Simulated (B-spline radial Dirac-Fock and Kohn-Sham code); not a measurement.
Kohn-Sham estimates against Dirac-Fock for the levels of Cl⁴⁺

System: the Cl⁴⁺ ion, configuration 1s2 2s2 2p6 3s2 3p1.

The density-functional columns are spherical, spin-unpolarised Dirac-Kohn-Sham results without Breit or QED terms: −ε is minus the orbital energy of the initial state and ΔSCF the difference of two total energies. The reference in the last column comes from Dirac-Fock ΔSCF + Breit + QED. All numbers are from a B-spline atomic structure program, in eV; a selection of levels is shown. The Kohn-Sham columns are given as differences from the reference.

```tsv
level	LDA −ε − DF	LDA ΔSCF − DF	PBE −ε − DF	PBE ΔSCF − DF	Dirac-Fock
1s	-96.0	+5.8	-86.6	+15.5	2904.1
2s	-34.1	-12.2	-33.0	-11.1	349.4
2p1/2	-21.8	+2.2	-21.8	+2.3	278.5
2p3/2	-21.9	+2.0	-21.8	+2.1	276.9
3s	-5.8	+2.2	-5.8	+2.2	79.59
3p	-7.0	+0.6	-7.2	+0.3	66.72
```

Values without a named source are computed, but for edge energies of neutral atoms, which are taken from tables.
